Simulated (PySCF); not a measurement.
## ZnS⁻ at CAM-B3LYP

Computed with CAM-B3LYP; basis Zn def2-TZVPPD, S def2-TZVPPD; no relativity; PySCF 2.14.

```
state                                                                                                             : ²Σ⁺ (doublet), unpaired electrons σ ↑
bond length                                                                                                       : 2.136 Å
harmonic wavenumber                                                                                               : 393 cm⁻¹
force constant                                                                                                    : 1.94 mdyn/Å
rotational constant Be                                                                                            : 0.1733 cm⁻¹
anharmonicity ωexe                                                                                                : 2.85 cm⁻¹
vibration–rotation constant αe                                                                                    : 0.00126 cm⁻¹
well depth De to Zn + S⁻                                                                                          : 142 kJ/mol
dissociation energy D0                                                                                            : 140 kJ/mol
bond order (Mayer)                                                                                                : 1.59
dipole moment (positive dipole points towards S; it is taken about the centre of mass and depends on that origin) : -4.08 D
```

For an ion De counts to the pair picked by the measured ionisation energies or electron affinities, which need not be the lowest pair at this level. The state is the lowest determinant that a PBE0 search found; another state may lie lower at other levels.
